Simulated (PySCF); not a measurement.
Bonds (- single, = double, # triple, : aromatic): O1=C2, C2-C3, C3-C4, C4-C5, C5-C6, C6-C7, C7-C2. C3 carries H8, H9; C4 carries H10, H11; C5 carries H12, H13; C6 carries H14, H15; C7 carries H16, H17.

GIAO shifts from PySCF 2.14 on PBE0-D3(BJ)/def2-SVP geometries (one conformer, non-relativistic, equivalent nuclei averaged), against TMS at the same level and in the same medium; PCM means IEF-PCM chloroform.

Measured (solution, CDCl3, 298 K; Fulmer et al., Organometallics 2010, 29, 2176): C2 212.6, C3/C7 42.0, C4/C6 27.0, C5 25.0, H8/H9/H16/H17 2.33, H10/H11/H14/H15 1.85, H12/H13 1.72 ppm.

Q: Which unscaled values do PBE0/pcSseg-1, gas; PBE0/pcSseg-1, PCM; WP04/pcSseg-1, PCM; wB97X-D/pcSseg-1, PCM give, and how close are they?

A: 
```tsv
atoms	measured	PBE0/pcSseg-1, gas	PBE0/pcSseg-1, PCM	WP04/pcSseg-1, PCM	wB97X-D/pcSseg-1, PCM
C2	212.6	211.5	219.0	221.9	220.6
C3/C7	42.0	44.0	45.3	45.8	45.0
C4/C6	27.0	29.5	30.1	32.0	29.1
C5	25.0	27.6	27.8	29.2	27.1
H8/H9/H16/H17	2.33	2.12	2.19	2.16	2.15
H10/H11/H14/H15	1.85	1.71	1.77	1.70	1.70
H12/H13	1.72	1.55	1.61	1.55	1.57
```

Mean absolute error for $^{13}$C: PBE0/pcSseg-1, gas 2.0, PBE0/pcSseg-1, PCM 3.9, WP04/pcSseg-1, PCM 5.6, wB97X-D/pcSseg-1, PCM 3.8 ppm.

Mean absolute error for $^{1}$H: PBE0/pcSseg-1, gas 0.17, PBE0/pcSseg-1, PCM 0.11, WP04/pcSseg-1, PCM 0.16, wB97X-D/pcSseg-1, PCM 0.16 ppm.
